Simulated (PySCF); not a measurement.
H6MgSi2, SMILES [SiH3][Mg][SiH3]. The structure is a stationary point at TPSSh-D3(BJ)/def2-SVP.

Computed equilibrium geometry at TPSSh-D3(BJ)/def2-SVP (PySCF confirms it by a frequency run) as Cartesian coordinates in Å, and its point group:
point group D3.
```xyz
9

Mg     0.0000     0.0000     0.0000
Si     0.0000     0.0000    -2.6003
H     -0.5745     1.2535    -3.1873
H     -0.7983    -1.1243    -3.1873
H      1.3729    -0.1292    -3.1873
Si     0.0000     0.0000     2.6003
H     -0.5745    -1.2535     3.1873
H     -0.7983     1.1243     3.1873
H      1.3729     0.1292     3.1873
```
Charge 0, spin multiplicity 1.
